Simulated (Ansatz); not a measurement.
Isomers of CH8GeSSi, relaxed with PBE0-D4/def2-TZVP in Ansatz; electronic energies, one conformer each and not always the lowest. Functionals use def2-TZVPP; CBS adds triple-zeta CCSD(T) − MP2 to the MP2 limit of def2-TZVPP and def2-QZVPP.

Outer-core shells of Ge are correlated without core-valence functions. Scalar relativity is left out up to krypton. Spin–orbit coupling is left out.

(1) Order them by energy at frozen-core CCSD(T)/CBS, lowest first. (An estimate is asked.)
A. `CS[SiH2][GeH3]`
B. `[CH3][GeH]([SiH3])[SH]`
C. `[SiH3]S[CH2][GeH3]`
D. `C[S][GeH2][SiH3]`

(2) How do B2PLYP, HF/CBS(def2), r2SCAN-D4, ωB97M-V place them (kJ/mol, against `[CH3][GeH]([SiH3])[SH]`)? (An estimate is asked.)

Answers

(1) B (0.0 kJ/mol), A (36.6 kJ/mol), D (47.7 kJ/mol), C (70.1 kJ/mol).

(2) The calculation gave: 
```
              isomer  B2PLYP  HF/CBS(def2)  r2SCAN-D4  ωB97M-V
`[SiH3]S[CH2][GeH3]`    72.7          67.8       75.6     70.0
  `C[S][GeH2][SiH3]`    47.5          45.8       46.3     46.8
    `CS[SiH2][GeH3]`    38.3          38.8       33.7     35.1
```
